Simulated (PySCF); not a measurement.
CF, SMILES [C]F (connectivity only; charge and spin as stated), charge +1, multiplicity 1. Geometry: PBE-D3(BJ)/def2-TZVPD.

These are PBE-D3(BJ)/def2-TZVPD (PySCF) values and carry that method's errors.

Harmonic wavenumbers (cm⁻¹): 1702. Rotational constants (GHz): 50.20 (linear); symmetry number 1.

Problem. Work out the zero-point energy and the ideal-gas rigid-rotor harmonic-oscillator thermochemistry at 298.15 K and 1 atm.

Solution. ZPE = ½ Σ hcν = ½ × 1702 cm⁻¹ = 10.18 kJ/mol. H − E(el) = 18.86 kJ/mol. Entropy in J/(mol K): translation 151.58, rotation 48.38, vibration 0.02, total 199.97. G − E(el) = -40.76 kJ/mol. Cp = 29.25 J/(mol K).
